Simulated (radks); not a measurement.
Isoelectronic series with 11 electrons, all held in the configuration [Ne] 3s1, which need not be the ground one along the series. Method: Dirac Kohn-Sham, PBE, spin-unpolarised, spherical densities, finite nucleus; Fermi nuclear charge, rms radius of each element as measured or else 0.836 A^(1/3) + 0.57 fm; computed with a radial shooting solver on a logarithmic mesh with Libxc functionals. Total energies (hartree) and orbital eigenvalues (eV) (* marks an orbital that is empty in some or all of the ions):

ion    E (hartree)     3p3/2*     3p1/2*      3s1/2      2p3/2      2p1/2      2s1/2
S5+     -392.13270   -67.6055   -67.7807   -80.6108  -236.1009  -237.3864  -291.3608
Sc10+   -726.47809  -214.2184  -215.1171  -238.2037  -617.3234  -622.1130  -702.9180
Fe15+  -1166.52873  -437.5138  -440.2785  -473.6517  -1169.615  -1182.519  -1290.775
Ga20+  -1713.94517  -737.2917  -743.8944  -787.7221  -1892.932  -1921.580  -2058.014
Kr25+  -2370.86963  -1113.790  -1127.293  -1181.828  -2787.711  -2843.642  -3009.143
Nb30+  -3139.95786  -1567.443  -1592.290  -1657.860  -3854.643  -3954.308  -4149.960
Pd35+  -4024.43314  -2098.824  -2141.178  -2218.187  -5094.624  -5260.538  -5487.634
Sb40+  -5028.17463  -2708.630  -2776.764  -2865.696  -6508.738  -6770.822  -7030.899
Ba45+   -6155.8078  -3397.679  -3502.440  -3603.866  -8098.250  -8495.429  -8790.285
